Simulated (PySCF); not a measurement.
Tungsten: a sound run and one with changed settings

Sound run: W [Xe] 4f14 5d4 6s2, W⁺ [Xe] 4f14 5d4 6s1. All numbers are calculated (PySCF 2.14, scalar relativity through the core potential, in aug-cc-pVDZ-PP with ECP60MDF). The sound run starts from symmetry-adapted Hartree-Fock orbitals and uses a fine grid where one is needed.

Changed run: 26 angular points. This setting is unsound on purpose.

```
species  method  sound run (hartree)  changed run (hartree)  converged
      W     UHF            -66.67586              -66.67586        yes
      W    TPSS            -67.26999              -67.28049        yes
      W    MN15            -67.19793              -67.18637        yes
     W⁺     UHF            -66.45871              -66.45871        yes
     W⁺    TPSS            -66.99850              -67.00902        yes
     W⁺    MN15            -66.90637              -66.89405        yes
```

Ionisation energy of W:

```csv
method,sound run (eV),changed run (eV)
UHF,5.909,5.909
TPSS,7.388,7.387
MN15,7.934,7.954
```

A coarse angular grid integrates products of high-l functions wrongly, so density functionals can shift, and the SCF can exploit the error; Hartree-Fock and MP2 need no grid.

For comparison, NIST gives 7.864 eV between the lowest levels.
